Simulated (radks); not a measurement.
Results of a calculation; reference values are marked as such.
All-electron atom: the samarium ion Sm0.5+ in [Xe] 4f4 5d1.5 6s2 (fractional occupations, a model configuration). Level of theory: Dirac Kohn-Sham, PBE, spin-unpolarised, spherical densities, finite nucleus; open shells are shared between the two j in proportion to 2j + 1; Fermi nuclear charge, rms radius 5.0819 fm (a radial shooting solver on a logarithmic mesh with Libxc functionals).

Normalised radial functions P(r) = r R(r) (large component), r in bohr:

r	5p1/2	6s1/2
0.002349	0.0077	0.0275
0.002734	0.0094	0.0306
0.003183	0.0115	0.0339
0.003706	0.0141	0.0374
0.004314	0.0174	0.0410
0.005022	0.0215	0.0445
0.005847	0.0266	0.0479
0.006806	0.0329	0.0509
0.007924	0.0407	0.0532
0.009299	0.0507	0.0547
0.01083	0.0624	0.0548
0.0126	0.0763	0.0531
0.01467	0.0927	0.0492
0.01708	0.1115	0.0426
0.01988	0.1327	0.0329
0.02315	0.1555	0.0198
0.02695	0.1789	0.0036
0.03137	0.2010	-0.0154
0.03652	0.2190	-0.0361
0.04252	0.2294	-0.0565
0.0495	0.2278	-0.0740
0.05762	0.2093	-0.0854
0.06708	0.1697	-0.0870
0.07809	0.1064	-0.0758
0.09091	0.0205	-0.0501
0.1058	-0.0819	-0.0111
0.1232	-0.1877	0.0363
0.1434	-0.2779	0.0832
0.167	-0.3289	0.1175
0.1944	-0.3187	0.1267
0.2263	-0.2339	0.1021
0.2635	-0.0778	0.0433
0.3067	0.1237	-0.0385
0.357	0.3238	-0.1209
0.4157	0.4647	-0.1759
0.4839	0.4939	-0.1791
0.5633	0.3840	-0.1201
0.6558	0.1459	-0.0094
0.7635	-0.1720	0.1229
0.8888	-0.4992	0.2362
1.035	-0.7653	0.2928
1.214	-0.9250	0.2656
1.414	-0.9429	0.1557
1.646	-0.8464	-0.0153
1.916	-0.6768	-0.2113
2.23	-0.4841	-0.3925
2.596	-0.3097	-0.5267
3.023	-0.1765	-0.5952
3.519	-0.0887	-0.5928
4.096	-0.0387	-0.5267
4.769	-0.0143	-0.4180
5.552	-0.0044	-0.2965
6.463	-0.0011	-0.1874
7.524	-0.0002	-0.1040
8.759	0.0000	-0.0497
10.2	0.0000	-0.0200
11.87	0.0000	-0.0067

5p1/2: eigenvalue -35.614 eV, 3 radial nodes at r = 0.0939, 0.280, 0.705 bohr, <r> = 1.51 bohr, 90 % of the charge inside 2.20 bohr. 6s1/2: eigenvalue -7.208 eV, 5 radial nodes at r = 0.0278, 0.110, 0.286, 0.663, 1.63 bohr, <r> = 3.70 bohr, 90 % of the charge inside 5.38 bohr.
